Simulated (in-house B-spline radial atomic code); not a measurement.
## Mn IV (Mn3+): [He] 2s2 (2p1/2)1 (2p3/2)4 3s2 3p6 3d5 (with a hole in an inner shell)

Method: Dirac-Kohn-Sham PBE, spherical fractional occupations, Fermi nucleus of rms radius 3.7057 fm. Calculated with a B-spline radial code for spherical atoms.

Effective charges: Z_r = [3n² - l(l+1)]/(2<r>) from the radius, Z_e = n√(-2ε) from the energy, and Slater's rules. Values are occupation-weighted means over j.

| shell | electrons | ε (eV) | <r> (bohr) | Z_r | Z_e | Slater |
| --- | --- | --- | --- | --- | --- | --- |
| 1s | 2 | -6534 | 0.06086 | 24.65 | 21.91 | 24.70 |
| 2s | 2 | -815.39 | 0.2756 | 21.77 | 15.48 | 21.20 |
| 2p | 5 | -705.66 | 0.2428 | 20.59 | 14.40 | 21.20 |
| 3s | 2 | -126.14 | 0.8245 | 16.37 | 9.13 | 14.60 |
| 3p | 6 | -94.553 | 0.8603 | 14.53 | 7.91 | 14.60 |
| 3d | 5 | -44.178 | 0.9763 | 10.76 | 5.41 | 6.60 |

The least bound orbital is 3d5/2 at -44.11 eV, and it is also the most diffuse (<r> = 0.9776 bohr). The part-filled 2p shell lies below the filled 3p shell in orbital energy.

For the 1s electron the small component carries 0.808 % of the norm, the zero-frequency Breit interaction raises the level by 7.095 eV, self-energy by 3.611 eV, and vacuum polarisation lowers it by 0.301 eV.
